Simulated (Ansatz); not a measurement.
Ligand exchange: AgCl + C4H9F → AgF + C4H9Cl

Species: AgCl (silver chloride), singlet; C4H9F `CC(C)CF`, singlet; AgF, singlet; C4H9Cl (1-chloro-2-methylpropane) `CC(C)CCl`, singlet. The partners trade Cl for F: Ag–Cl and C–F bonds give way to Ag–F and C–Cl.

Shapes, held fixed at every level: PBE0-D4/def2-TZVP. Flexible molecules stand in one conformer, not always the lowest. Programs: Ansatz 0.2.0. The zero-point and thermal change to 298 K, harmonic and unscaled (PBE0-D4/def2-TZVP), is -2.8 kJ/mol.

```csv
level,kind,ΔH(298 K) (kJ/mol),less CCSD(T)/def2-TZVPP
HF/def2-TZVPP,Hartree–Fock,+120.8,+25.8
BHLYP-D4/def2-TZVPP,global hybrid,+105.2,+10.2
PBE0-D4/def2-TZVPP,global hybrid,+96.2,+1.2
r2SCAN0-D4/def2-TZVPP,global hybrid,+102.2,+7.2
wB97M-V/def2-TZVPP,range-separated hybrid,+94.2,-0.8
MP2/def2-SVP,perturbation theory,+106.2,+11.2
CCSD/def2-TZVPP,coupled cluster or CI,+98.8,+3.8
CCSD(T)/def2-TZVPP,coupled cluster or CI,+95.0,0.0
```

The highest level, CCSD(T)/def2-TZVPP, gives ΔH(298 K) = +95.0 kJ/mol; the levels span +94.2 to +120.8. The column of differences is taken from that level and isn't an error. No measured value is set beside it here. For atoms past krypton def2 sets carry core potentials with scalar relativity. Outer-core shells of Ag are correlated, in sets that cover them unevenly.
